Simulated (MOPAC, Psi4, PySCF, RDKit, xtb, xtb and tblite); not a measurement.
Two geometries of C7H8O, SMILES COc1ccccc1, relaxed at GFN2-xTB with one dihedral held; other torsions can differ between them too.

Structure A

```
16

C     -2.6755    -0.1927    -0.0856
O     -1.5963    -0.5687     0.7332
C     -0.3281    -0.3561     0.2794
C      0.6972    -0.7516     1.1401
C      2.0164    -0.5813     0.7775
C      2.3383    -0.0149    -0.4467
C      1.3249     0.3775    -1.3000
C     -0.0050     0.2117    -0.9474
H     -2.6739     0.8838    -0.2856
H     -2.6707    -0.7383    -1.0349
H     -3.5738    -0.4522     0.4725
H      0.4278    -1.1902     2.0880
H      2.7999    -0.8919     1.4528
H      3.3712     0.1182    -0.7305
H      1.5636     0.8200    -2.2562
H     -0.7742     0.5280    -1.6346
```

Structure B

```
16

C      2.6023    -0.2172    -0.1783
O      1.6278    -0.6384     0.7491
C      0.3528    -0.1717     0.4779
C     -0.5638    -1.0059    -0.1489
C     -1.8510    -0.5587    -0.3884
C     -2.2244     0.7214    -0.0163
C     -1.3084     1.5549     0.6032
C     -0.0206     1.1143     0.8489
H      2.6761     0.8756    -0.2186
H      2.3808    -0.5926    -1.1844
H      3.5487    -0.6322     0.1639
H     -0.2606    -2.0034    -0.4295
H     -2.5635    -1.2116    -0.8709
H     -3.2289     1.0689    -0.2067
H     -1.5980     2.5529     0.8979
H      0.6982     1.7550     1.3381
```

Q: Which is lower in energy at the level B3LYP-D3(BJ)/def2-SVP // GFN2-xTB (Psi4), and by how much?

A: A is lower, by 3.54 kcal/mol (dihedral C1–O2–C3–C4: 180° in A, 100° in B).

E(B) − E(A) in kcal/mol at the other levels, on the same two geometries: GFN2-xTB (xtb and tblite) 4.45; MMFF94 // GFN2-xTB (RDKit) 2.34; B3LYP/def2-SVP // GFN2-xTB (Psi4) 3.55; PBE/def2-SVP // GFN2-xTB (Psi4) 4.37; PBE-D3(BJ)/def2-SVP // GFN2-xTB (Psi4) 4.36; UFF // GFN2-xTB (RDKit) 5.17; AM1, restricted, heats of formation // GFN2-xTB (MOPAC) 1.25; PM6, restricted, heats of formation // GFN2-xTB (MOPAC) 2.85; GFN1-xTB // GFN2-xTB (xtb) 3.28; restricted B3LYP/6-31G*, spherical d, density fitting // GFN2-xTB (PySCF) 3.08; restricted BP86/6-31G*, spherical d, density fitting // GFN2-xTB (PySCF) 3.78; restricted Hartree-Fock/STO-3G // GFN2-xTB (PySCF) 1.49; restricted M06-2X/6-31G*, spherical d, density fitting // GFN2-xTB (PySCF) 3.09.
